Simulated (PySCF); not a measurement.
C7H12ClNO.
SMILES with atom numbers: `[O:1]=[C:2]([CH2:3][CH2:4][Cl:5])[NH:6][CH:7]1[CH2:8][CH2:9][CH2:10]1`

Cartesian coordinates in Å at the GFN2-xTB level; atoms count from 1:
```xyz
22
C7H12ClNO angstrom
O      1.2184    1.2376    1.7484
C      1.3126    0.3509    0.9271
C      2.6661   -0.1975    0.4720
C      3.1008    0.4348   -0.8426
Cl     2.1017   -0.1352   -2.2085
N      0.2576   -0.2425    0.3353
C     -1.0999    0.1807    0.5365
C     -2.1378   -0.9405    0.7256
C     -3.0257   -0.2768   -0.3386
C     -1.8652    0.6572   -0.7138
H      2.6286   -1.2836    0.3769
H      3.4017    0.0700    1.2328
H      4.1296    0.1680   -1.0865
H      2.9965    1.5193   -0.8066
H      0.4204   -0.9033   -0.4106
H     -1.0864    0.9109    1.3466
H     -2.5634   -1.0312    1.7217
H     -1.7541   -1.9108    0.4157
H     -3.3839   -0.9288   -1.1319
H     -3.8723    0.2537    0.0902
H     -1.3633    0.3673   -1.6351
H     -2.0925    1.7192   -0.7554
```

NICS = −σ at a ghost point: NICS(0) at the centroid of the ring atoms, NICS(1) 1 Å to either side along the normal of their mean plane, zz for the tensor component along that normal. Level: GIAO PBE0/pcSseg-1 (PySCF, non-relativistic, gas phase) on the GFN2-xTB geometry, one conformer.

Ring bond lengths (Å), with Mayer bond orders in brackets: C7–C8 1.539 (1.01), C8–C9 1.537 (1.05), C9–C10 1.536 (1.05), C10–C7 1.541 (1.01).

Q: What do the NICS probes read (ppm)?

A: 
| ring | type | NICS(0) | NICS(1), two faces | NICS(1)zz, two faces | rms pucker (Å) | centre to ring atoms, mean (Å) |
| --- | --- | --- | --- | --- | --- | --- |
| C7–C8–C9–C10 | 4-membered carbocycle; formal bonds all single | 0.0 | -0.9 / 0.0 | 1.4 / 4.9 | 0.07 | 1.09 |

Q: What do they say, and how far can they be read as aromaticity?

A: 
- C7–C8–C9–C10: mean NICS(1)zz 3.2 ppm, deshielded. C7, C8, C9, C10 have four or more neighbours, so the value isn't read as a sign of a π ring current. The two faces differ by 3.5 ppm, so no symmetry operation interchanges them.

Q: At the second NICS(1) probe listed for ring C7–C8–C9–C10, 1 Å off the ring, what do the in-plane components average?

A: The isotropic value is a third of the trace: (3 × 0.0 − (4.9))/2 = -2.5 ppm.

The run took 2.0 min of wall time (with the writing of density and orbital grids) on one thread, Arm Neoverse N1 (aarch64), no GPU, on a shared host, and the process peaked at 1.1 GiB of memory. This is the whole shielding run at PBE0/pcSseg-1, SCF included.
